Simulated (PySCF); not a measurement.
**Worked example: refractive index and permittivity of the vapour**

FH3O3Sn, SMILES [OH][Sn]([OH])([OH])[F].

The structure is a stationary point at PBE0-D3(BJ)/def2-SVP. The structure was generated by enumeration; whether it is a known compound was not checked. The def2 effective core potentials stand for the cores of Sn; spin–orbit coupling is left out. Other conformers were not sampled.

CAM-B3LYP/def2-TZVP in PySCF gives a mean static polarisability of 43.7 bohr³ and a dipole moment of 0.17 D. Take an ideal gas at 298.15 K and 1 bar, whether or not the substance is that volatile.

Problem. Work out n − 1 in the optical limit and the static ε − 1.

Solution. 
Polarisability volume α' = 43.7 × 0.148185 = 6.48 Å³. Number density N = p/kT = 2.43e-5 Å⁻³.
Dilute limit of Lorentz–Lorenz: n − 1 = 2π N α' = 0.00099.
Orientation term of Debye: μ²/(3kT) = 8.098 Å³ × μ²(D²) = 0.23 Å³.
ε − 1 = 4π N (α' + μ²/3kT) = 0.0020. Orientation of the dipole supplies 3 % of the static response; it can't follow optical fields. Vibrational polarisation and dispersion are left out.
